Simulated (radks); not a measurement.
The numbers below are computed, except where a source is named.
Polarisability of the selenium ion Se4+, [Ar] 3d10 4s2, at imaginary frequency. Code: a radial shooting solver on a logarithmic mesh with Libxc functionals. Model: non-relativistic Kohn-Sham, exchange-only LDA, spin-unpolarised, spherical densities, point nucleus. Response by self-consistent Sternheimer equations with the Hartree and adiabatic exchange-only LDA kernel.

w (hartree),alpha1(iw) (bohr^3),alpha2(iw) (bohr^5)
0.00266,4.962,8.686
0.0143,4.959,8.685
0.0360,4.945,8.678
0.0697,4.900,8.656
0.118,4.790,8.601
0.186,4.558,8.478
0.280,4.138,8.227
0.413,3.487,7.748
0.605,2.660,6.903
0.892,1.824,5.583
1.35,1.149,3.886
2.12,0.6876,2.222
3.59,0.3882,1.020
6.94,0.1828,0.3613
17.5,0.05001,0.07634

Static values: alpha1 = 4.962 bohr^3 (0.7352 angstrom^3; uncoupled 8.568), alpha2 = 8.686 bohr^5, alpha3 = 28.20 bohr^7. C6 = 12.99, C8 = 146.2, triple-dipole C9 = 45.04 atomic units. One-pole (London) frequency 4 C6 / (3 alpha1^2) = 0.704 hartree, against 2.196 for minus the highest occupied eigenvalue. The dipole shielding factor is 0.882, as the force sum rule N/Z = 0.882 demands.
